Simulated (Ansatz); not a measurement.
Cu₄Os, 5 atoms. Hardware: 4 threads of Arm Neoverse V2 on a shared host.

In the def2 sets Os takes a core potential; there is no spin–orbit coupling. Correlated methods freeze 36 core orbitals; core or outer-core shells of Os are correlated, in sets that lack core-valence functions.

Question: How many basis functions does each of these Ansatz runs have, and roughly what does it cost? CCSD(T)/def2-SVP, charge 0 singlet, energy, from earlier orbitals; B3LYP-D4/def2-SVP, charge 0 triplet, relaxation, 7 steps; B3LYP-D4/def2-SVP, charge 0 singlet, relaxation, 11 steps; PBE0-D4/def2-TZVP, charge 0 quintet, energy, from earlier orbitals; PBE-D4/def2-SVP, charge 0 singlet, energy, from earlier orbitals; PBE-D4/def2-TZVP, charge 1 doublet at the geometry of the charge 0 singlet, energy, from earlier orbitals; PBE0-D4/def2-TZVP, charge 0 singlet, energy, from earlier orbitals; r2SCAN-D4/def2-TZVPD, charge -1 doublet at the geometry of the charge 0 singlet, energy, from earlier orbitals; PBE0-D4/def2-SVP, charge 0 triplet, energy with a search over starts; LC-ωPBE/def2-TZVP, charge 0 singlet, energy, from earlier orbitals; PBE-D4/def2-SVP, charge 0 quintet, energy with a search over starts; PBE0-D4/def2-TZVPD, charge 0 singlet, energy, from earlier orbitals.

Answer: Other jobs shared the machine, so times can vary by a factor of up to 3. A dash marks memory too small to be measured apart from the calling script's.

```tsv
run	functions	fitting or Cholesky vectors	wall time	peak host memory (GiB)
PBE-D4/def2-SVP, charge 0 singlet, energy, from earlier orbitals	156	1833	4.1 s	–
PBE0-D4/def2-TZVPD, charge 0 singlet, energy, from earlier orbitals	235	2295	13 s	1
PBE0-D4/def2-TZVP, charge 0 singlet, energy, from earlier orbitals	220	2277	15 s	0.92
PBE-D4/def2-TZVP, charge 1 doublet at the geometry of the charge 0 singlet, energy, from earlier orbitals	220	2164	15 s	–
LC-ωPBE/def2-TZVP, charge 0 singlet, energy, from earlier orbitals	220	2164	20 s	1.1
PBE0-D4/def2-TZVP, charge 0 quintet, energy, from earlier orbitals	220	2277	36 s	1.5
PBE0-D4/def2-SVP, charge 0 triplet, energy with a search over starts	156	1700	57 s	1.1
PBE-D4/def2-SVP, charge 0 quintet, energy with a search over starts	156	1833	61 s	–
B3LYP-D4/def2-SVP, charge 0 singlet, relaxation, 11 steps	156	1859	74 s	0.79
B3LYP-D4/def2-SVP, charge 0 triplet, relaxation, 7 steps	156	1851	82 s	0.91
r2SCAN-D4/def2-TZVPD, charge -1 doublet at the geometry of the charge 0 singlet, energy, from earlier orbitals	235	2249	1.8 min	1.3
CCSD(T)/def2-SVP, charge 0 singlet, energy, from earlier orbitals	156	1700	3.2 min	1.4
```
